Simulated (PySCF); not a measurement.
**Polarisability and C₆ of F⁵⁺ (fluorine, charge +5)**

[He] 2s2, closed-shell 1S. Computed with PySCF 2.14 in an uncontracted even-tempered set (20 s from 0.42 bohr⁻², ratio 2.2; 9 p from 0.72 bohr⁻², ratio 2.4; 6 d from 2.2 bohr⁻², ratio 2.4; 5 f from 3.3 bohr⁻², ratio 2.4; 5 g from 4.9 bohr⁻², ratio 2.4), with the spin-free X2C one-electron Hamiltonian (Gaussian nucleus). Coupled (time-dependent) response in atomic units; α is the mean over directions.

```json
{"method": "UHF", "mean α (bohr³)": "0.7842", "C₆ (like pair)": "0.3984", "S(−4)": "1.236"}
{"method": "PBE0", "mean α (bohr³)": "0.7464", "C₆ (like pair)": "0.3743", "S(−4)": "1.102"}
```

S(−4) is the Cauchy moment in α(ω) = α(0) + S(−4) ω² + …

α(iu) at PBE0:

| u (hartree) | α(iu) (bohr³) |
| --- | --- |
| 0 | 0.7464 |
| 0.0900 | 0.7376 |
| 0.180 | 0.7124 |
| 0.360 | 0.6280 |
| 0.540 | 0.5270 |
| 0.720 | 0.4334 |
| 0.900 | 0.3563 |
| 1.35 | 0.2296 |
| 1.80 | 0.1618 |
| 2.70 | 0.09710 |
| 4.50 | 0.04997 |

A single London oscillator, α(iu) = α/(1 + u²/ω²), gives C₆ = (3/4) ω α². Matching the computed C₆ needs ω = 4 × 0.3743 / (3 × 0.7464²) = 0.896 hartree.

For an ion, C₆ is the dispersion term alone; charge-induced terms of lower order in 1/R come first.
